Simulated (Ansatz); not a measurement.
Consider the formal hydrolysis of a B–B bond: `BB1BO1` + H₂O → `BO` + `B1BO1`.

Program: Ansatz. Geometries: PBE0-D4/def2-TZVP. ΔE: electronic, gas phase. CCSD(T)/CBS adds triple-zeta CCSD(T) − MP2 to the extrapolated MP2 energy (def2 sets, frozen cores). This one scheme is used for every species. Functionals use def2-TZVPP.

| species | r2SCAN energy (Eh) |
| --- | --- |
| `BB1BO1` | -151.51554 |
| H₂O | -76.42320 |
| `BO` | -101.89093 |
| `B1BO1` | -126.09841 |

Work out ΔE.

ΔE = (-101.89093) + (-126.09841) − (-151.51554) − (-76.42320) = -0.05060 Eh = -132.9 kJ/mol. CCSD(T)/CBS gives -138.6 kJ/mol.

Largest T1 diagnostic among the species: 0.017.

From BLYP to BHLYP (50 % exact exchange), in def2-TZVPP and without D4, ΔE moves by −10.2 kJ/mol. At CCSD(T), def2-SVP lies −29.5 kJ/mol from the extrapolated value and def2-TZVPP −4.6 kJ/mol.
